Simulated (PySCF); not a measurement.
**How methods differ on the excitation energy of Br⁺**

Br⁺ [Ar] 3d10 4s2 4p4 (3P) → Br⁺ [Ar] 3d10 4s2 4p3 4d1 (5D), as a difference of total energies. Calculation: PySCF 2.14, in aug-cc-pVQZ-PP with one added diffuse shell each of s, p, d, f, g type with ECP10MDF (8s7p6d4f3g, 114 functions); a scalar-relativistic core potential. Correlated levels: valence: 3s2 3p6 3d10 frozen. The calculations carry no spin-orbit coupling.

| method | excitation energy (cm⁻¹) |
| --- | --- |
| UHF | 95709 |
| LDA | 100570 |
| PBE0 | 98985 |
| r2SCAN | 100810 |
| r2SCAN0 | 100940 |
| B97-3 | 100720 |
| MP2 (valence) | 99992 |
| SCS-MP2 (valence) | 101730 |

Estimate what PBE gives.

97944 cm⁻¹, closest to PBE0 among the rows shown.

Estimate what BHandHLYP gives.

102010 cm⁻¹, closest to SCS-MP2 (valence) among the rows shown.

Errors of the correlated levels include the incompleteness of this basis and the frozen core.

For comparison: 102610 cm⁻¹ (measured; NIST levels, between the centres of gravity of the two terms).
